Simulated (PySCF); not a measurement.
## Ionisation energy of Ge²⁺ by level of theory

Ge²⁺ [Ar] 3d10 4s2 (1S) → Ge³⁺ [Ar] 3d10 4s1 (2S), as a difference of total energies. All numbers are calculated (PySCF 2.14, a scalar-relativistic core potential, in aug-cc-pwCVDZ-PP with ECP10MDF). Correlated levels: valence: 3s2 3p6 3d10 frozen; valence and next inner shell: nothing frozen outside the core potential. The calculations carry no spin-orbit coupling.

| method | ionisation energy (eV) |
| --- | --- |
| UHF | 32.206 |
| LDA | 34.761 |
| PBE | 34.302 |
| PBE0 | 33.965 |
| r2SCAN | 34.038 |
| BHandHLYP | 33.922 |
| r2SCAN0 | 33.832 |
| TPSS | 33.924 |
| HSE06 | 34.024 |
| MP2 (valence) | 32.951 |
| SCS-MP2 (valence) | 33.100 |
| MP2 (valence and next inner shell) | 33.732 |
| SCS-MP2 (valence and next inner shell) | 33.728 |

Q: How much does correlation contribute at MP2 (valence and next inner shell)?

A: 33.732 − (32.206) = 1.526 eV, measured against UHF.

Errors of the correlated levels include the incompleteness of this basis and the frozen core.

MP2 underrates the near-degeneracy of ns² with np² in the lower species.

For comparison: 34.058 eV (measured; NIST Atomic Spectra Database, ionization energies).
